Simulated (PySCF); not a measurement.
# From computed data to an observable: chemical shift, span and skew from a shielding tensor

C2H7GeN, SMILES C[N](C)[GeH] (connectivity only; charge and spin as stated), neutral, multiplicity 1. Atoms are numbered in the order given.

```xyz
11

Ge     0.0386     1.0566     0.0000
H     -1.5581     1.1915     0.0000
N     -0.0128    -0.7720     0.0000
C      1.2213    -1.5236     0.0000
C     -1.1830    -1.6168     0.0000
H      1.2966    -2.1764    -0.8900
H      1.2966    -2.1764     0.8900
H      2.0869    -0.8449     0.0000
H     -1.2009    -2.2755     0.8893
H     -1.2009    -2.2755    -0.8893
H     -2.0958    -1.0082     0.0000
```

The structure is a stationary point at PBE0-D3(BJ)/def2-SVP. The structure was generated by enumeration; whether it is a known compound was not checked.

GIAO shieldings from PySCF with PBE/pcSseg-1, non-relativistic, no solvent. The symmetric part of the tensor of N3 has the principal values -254.8, 116.7, 208.8 ppm. The same nucleus in NH3 has σ = 267.0 ppm at this level (PySCF, at its B3LYP-D3(BJ)/def2-TZVP geometry).

**Question.** Work out the isotropic shielding, the ¹⁵N shift against NH3, the span and the skew.

**Answer.** 
σ(iso) = (σ11 + σ22 + σ33)/3 = 23.6 ppm. δ = σ(ref) − σ(iso) = 267.0 − (23.6) = 243.4 ppm.
Span Ω = σ33 − σ11 = 463.6 ppm. Skew κ = 3(σ(iso) − σ22)/Ω = -0.60. Tumbling in solution averages the tensor to δ; in a static solid the shielding alone would spread this spin-1/2 line over Ω.
